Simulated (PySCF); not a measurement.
Parent: `[CH:1]#[C:2][P@:3]1(=[Se:4])[C:5]([CH3:6])=[C:7]1[CH:8]=[CH2:9]` with C5–C7–C8–C9 175°, C7H7PSe.

Level of theory: PBE0-D3(BJ)/def2-SVP geometry optimisation, gas phase in PySCF 2.14.0. One conformer each, not checked by frequencies here.

```
coordinate of the parent    value
                   C1≡C2  1.215 Å
                   C2–P3  1.759 Å
                  P3=Se4  2.083 Å
                   P3–C5  1.775 Å
                   C5–C6  1.473 Å
                   C5=C7  1.340 Å
                   C7–C8  1.441 Å
                   C8=C9  1.340 Å
                   P3–C7  1.774 Å
                C1–C2–P3   177.9°
               C2–P3–Se4   115.0°
                C2–P3–C5   110.0°
                C2–P3–C7   110.0°
               Se4–P3–C5   129.4°
               Se4–P3–C7   129.3°
                C5–P3–C7    44.4°
                P3–C5–C6   147.6°
                P3–C5–C7    67.8°
                C6–C5–C7   144.3°
                C5–C7–C8   144.3°
                P3–C7–C5    67.8°
                P3–C7–C8   147.6°
                C7–C8–C9   122.5°
```

Task: How does the shared frame change in `[CH:1]#[C:2][P@@:3]1(=[Se:4])[CH:5]=[C:6]1[CH:7]=[CH2:8]` with C5–C6–C7–C8 -176°, C6H5PSe? Atoms pair as C1 = C1, C2 = C2, P3 = P3, Se4 = Se4, C5 = C5, C7 = C6, C8 = C7, C9 = C8 (parent first).

Result: 
```tsv
parent	relative	value in the relative	change
C1≡C2	C1≡C2	1.214 Å	-0.001
C2–P3	C2–P3	1.757 Å	-0.002
P3=Se4	P3=Se4	2.079 Å	-0.004
P3–C5	P3–C5	1.768 Å	-0.007
C5=C7	C5=C6	1.338 Å	-0.002
C7–C8	C6–C7	1.440 Å	-0.001
C8=C9	C7=C8	1.340 Å	0.000
P3–C7	P3–C6	1.780 Å	+0.006
C1–C2–P3	C1–C2–P3	177.5°	-0.4
C2–P3–Se4	C2–P3–Se4	115.1°	+0.1
C2–P3–C5	C2–P3–C5	110.0°	0.0
C2–P3–C7	C2–P3–C6	109.6°	-0.4
Se4–P3–C5	Se4–P3–C5	129.8°	+0.4
Se4–P3–C7	Se4–P3–C6	129.3°	0.0
C5–P3–C7	C5–P3–C6	44.3°	-0.1
P3–C5–C7	P3–C5–C6	68.3°	+0.5
C5–C7–C8	C5–C6–C7	144.5°	+0.2
P3–C7–C5	P3–C6–C5	67.4°	-0.4
P3–C7–C8	P3–C6–C7	147.9°	+0.3
C7–C8–C9	C6–C7–C8	122.1°	-0.4
```

Of the parent's bonds, P3–C5 and P3–C7 change most and about equally (-0.007 to +0.006 Å). Point group C1 → C1.
